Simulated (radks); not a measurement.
The numbers below are computed, except where a source is named.
Initial-state core-level shifts of neutral samarium when its valence configuration changes from [Xe] 4f6 6s2. Level of theory: scalar-relativistic Kohn-Sham, LDA (Slater exchange, Perdew-Wang correlation), spin-polarised, spherical densities, finite nucleus; open shells are filled with parallel spins first (spin-orbit coupling, left out, can overturn this in heavy ions); Fermi nuclear charge, rms radius 5.0819 fm (a radial shooting solver on a logarithmic mesh with Libxc functionals). Shifts are changes of the shell-averaged eigenvalues in eV (positive: less bound); the change of the density at the nucleus, which sets a Mossbauer isomer shift, is in e/bohr^3, on a base of 5.545e+05.

4f5 5d1 6s2: 1s -6.470; 3p -7.930; 4s -7.456; 4p -7.289; density at nucleus +30.98
4f6.5 6s1.5: 1s +3.199; 3p +3.708; 4s +3.609; 4p +3.561; density at nucleus -23.33
4f6 6p2: 1s -2.328; 3p -2.298; 4s -2.308; 4p -2.311; density at nucleus -41.86
4f5 6s2 6p1: 1s -9.697; 3p -11.174; 4s -10.712; 4p -10.553; density at nucleus +43.62
4f5 5d1 6p2: 1s -8.701; 3p -10.154; 4s -9.682; 4p -9.515; density at nucleus -16.70
4f5 5d1 6s1 6p1: 1s -7.534; 3p -8.999; 4s -8.523; 4p -8.355; density at nucleus +9.97
4f6 5d1 6s1: 1s +1.220; 3p +1.191; 4s +1.230; 4p +1.243; density at nucleus -22.03
4f6 5d1 6p1: 1s +0.057; 3p +0.061; 4s +0.090; 4p +0.100; density at nucleus -42.64
